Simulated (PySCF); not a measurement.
Be(Me)2 (C2H6Be), SMILES [Be]([CH3])[CH3]. Atoms are numbered in the order given.

```xyz
9

Be     0.0000     0.0000     0.0000
C      0.0000     0.0000    -1.6807
H      0.8834     0.4978    -2.0961
H     -0.8728     0.5162    -2.0961
H     -0.0106    -1.0140    -2.0961
C      0.0000     0.0000     1.6807
H      0.8834    -0.4978     2.0961
H     -0.8728    -0.5162     2.0961
H     -0.0106     1.0140     2.0961
```

The structure is a stationary point at r2SCAN-D4/def2-TZVP. The isomer is the one that the SMILES or the coordinates give; other isomers of the formula were not compared.

All values below come from PBE/pcJ-1 run with PySCF.

Isotropic couplings with Fermi-contact, spin-dipole and both spin-orbit terms, one fixed conformer, no vibrational averaging. Isotopes: 13C, 1H.

```json
[
 {"pair": "C2–H3", "bonds apart": "1", "J (Hz)": "(withheld)"},
 {"pair": "C2–H4", "bonds apart": "1", "J (Hz)": "(withheld)"},
 {"pair": "C2–H5", "bonds apart": "1", "J (Hz)": "(withheld)"},
 {"pair": "C6–H7", "bonds apart": "1", "J (Hz)": "(withheld)"},
 {"pair": "C6–H8", "bonds apart": "1", "J (Hz)": "(withheld)"},
 {"pair": "C6–H9", "bonds apart": "1", "J (Hz)": "(withheld)"},
 {"pair": "C2–C6", "bonds apart": "2", "J (Hz)": "8.7"},
 {"pair": "H3–H4", "bonds apart": "2", "J (Hz)": "-14.4"},
 {"pair": "H3–H5", "bonds apart": "2", "J (Hz)": "-14.4"},
 {"pair": "H4–H5", "bonds apart": "2", "J (Hz)": "-14.4"},
 {"pair": "H7–H8", "bonds apart": "2", "J (Hz)": "-14.4"},
 {"pair": "H7–H9", "bonds apart": "2", "J (Hz)": "-14.4"},
 {"pair": "H8–H9", "bonds apart": "2", "J (Hz)": "-14.4"},
 {"pair": "C2–H7", "bonds apart": "3", "J (Hz)": "(withheld)"},
 {"pair": "C2–H8", "bonds apart": "3", "J (Hz)": "(withheld)"},
 {"pair": "C2–H9", "bonds apart": "3", "J (Hz)": "(withheld)"},
 {"pair": "H3–C6", "bonds apart": "3", "J (Hz)": "(withheld)"},
 {"pair": "H4–C6", "bonds apart": "3", "J (Hz)": "(withheld)"},
 {"pair": "H5–C6", "bonds apart": "3", "J (Hz)": "(withheld)"},
 {"pair": "H3–H8", "bonds apart": "4", "J (Hz)": "0.7"},
 {"pair": "H4–H7", "bonds apart": "4", "J (Hz)": "0.7"},
 {"pair": "H5–H9", "bonds apart": "4", "J (Hz)": "0.7"}
]
```

Q: Complete the blanks. (The exact figures need the calculation; the answer reports its results.)

A: 
- C2–H3, J (Hz): 109.9
- C2–H4, J (Hz): 109.9
- C2–H5, J (Hz): 109.9
- C6–H7, J (Hz): 109.9
- C6–H8, J (Hz): 109.9
- C6–H9, J (Hz): 109.9
- C2–H7, J (Hz): -0.4
- C2–H8, J (Hz): -0.4
- C2–H9, J (Hz): -0.4
- H3–C6, J (Hz): -0.4
- H4–C6, J (Hz): -0.4
- H5–C6, J (Hz): -0.4
